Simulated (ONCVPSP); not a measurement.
# Configuration tests for silicon (Si) (ONCV)

* Element: Si (Z = 14)
* Generator: ONCVPSP 4.0.1
* Type: optimised norm-conserving Vanderbilt (ONCV)
* Functional: BLYP
* Relativity: scalar-relativistic
* Frozen core: [He]
* Valence charge: 12
* Reference configuration: 2s2 2p6 3s2 3p1.5 (charge +0.5)
* Partial waves: 2s+3s: rc 1.15 bohr, ncon 5, nbas 8, qcut 8.7 1/bohr, 2 projectors; 2p+3p: rc 1.00 bohr, ncon 3, nbas 6, qcut 13.4 1/bohr, 2 projectors
* Local potential: polynomial inside 0.85 bohr (lpopt 1, dvloc0 0 Ha)
* Core correction: none

Energies are relative to the spin-unpolarised reference configuration 2s2 2p6 3s2 3p1.5; without spin polarisation the order of configurations can differ from experiment.

```tsv
valence configuration	charge	ΔE all-electron (eV)	error AE − PS (meV)
2s2 2p6 3s2 3p2	0	-2.844	+0.1
2s2 2p6 3s2 3p1	+1	4.745	+0.1
2s2 2p6 3s2 3p0	+2	20.634	+2.1
2s2 2p6 3s1 3p0	+3	54.638	-0.2
```

Levels in the configuration 2s2 2p6 3s2 3p0:

```json
{"level": "2s", "all-electron (eV)": "-160.618", "pseudo (eV)": "-160.608"}
{"level": "2p", "all-electron (eV)": "-116.929", "pseudo (eV)": "-116.854"}
{"level": "3s", "all-electron (eV)": "-28.480", "pseudo (eV)": "-28.479"}
```
